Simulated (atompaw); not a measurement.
# Cutoff test, Fe, PAW (atompaw)

* Element: iron
* Generator: atompaw 4.2.0.5
* Type: PAW
* Functional: PBE
* Relativity: scalar-relativistic
* Frozen core: [Ne]
* Valence charge: 16
* Reference configuration: 3s2 3p6 3d6 4s2 4p0
* Partial waves: 3s (bound): rc 1.40 bohr; 4s (bound): rc 1.75 bohr; 3p (bound): rc 1.30 bohr; 4p (bound, empty): rc 1.75 bohr; 3d (bound): rc 1.65 bohr; 3d channel at 0.25 Ry: rc 1.75 bohr
* Local potential: ultrasoft scheme with l = 3 at 0.5 Ry, radius 0.72 bohr
* Core correction: smooth core density matched at 1.30 bohr
* Augmentation charge: besselshape compensation charge, radius 1.60 bohr; PAW radius 1.75 bohr; waves and projectors: custom polynom2 7 10 vanderbiltortho

The pseudo-atom Hamiltonian at the reference potential is diagonalised in spherical Bessel functions j_l(qr) that vanish at 20 bohr, with q² up to the cutoff. All-electron valence levels (Ry): 3s -6.9102, 4s -0.3890, 3p -4.4131, 4p -0.0974, 3d -0.5516.

**Question.** How do the lowest levels (Ry) of each channel move with the cutoff, and are there ghosts?

**Answer.**

| cutoff (Ry) | s #1 | s #2 | p #1 | p #2 | d #1 | d #2 | f #1 | Σ f·Δε (mRy) |
| --- | --- | --- | --- | --- | --- | --- | --- | --- |
| 8 | -6.0890 | -0.3488 | -0.2983 | 0.0220 | 0.0581 | 0.1402 | 0.1109 | 30067.9 |
| 15 | -6.8517 | -0.3870 | -3.9133 | -0.0951 | 0.0536 | 0.1193 | 0.1109 | 6748.5 |
| 25 | -6.9096 | -0.3890 | -4.4011 | -0.0974 | -0.5487 | 0.0599 | 0.1109 | 88.2 |
| 35 | -6.9098 | -0.3890 | -4.4042 | -0.0974 | -0.5498 | 0.0599 | 0.1109 | 63.3 |
| 50 | -6.9099 | -0.3890 | -4.4076 | -0.0974 | -0.5504 | 0.0599 | 0.1109 | 38.5 |
| 70 | -6.9100 | -0.3890 | -4.4081 | -0.0974 | -0.5507 | 0.0599 | 0.1109 | 33.9 |
| 100 | -6.9100 | -0.3890 | -4.4089 | -0.0974 | -0.5508 | 0.0599 | 0.1109 | 27.9 |
| 140 | -6.9101 | -0.3890 | -4.4096 | -0.0974 | -0.5512 | 0.0599 | 0.1109 | 21.8 |
| 180 | -6.9101 | -0.3890 | -4.4107 | -0.0974 | -0.5513 | 0.0599 | 0.1109 | 14.4 |
| 260 | -6.9102 | -0.3890 | -4.4121 | -0.0974 | -0.5515 | 0.0599 | 0.1109 | 4.7 |
| 400 | -6.9102 | -0.3890 | -4.4128 | -0.0974 | -0.5516 | 0.0599 | 0.1109 | 0.0 |

Result: no extra level below or beside the all-electron valence levels (s, p, d, f tested); 10 mRy is reached at 200 Ry and 1 mRy at over 300 Ry.
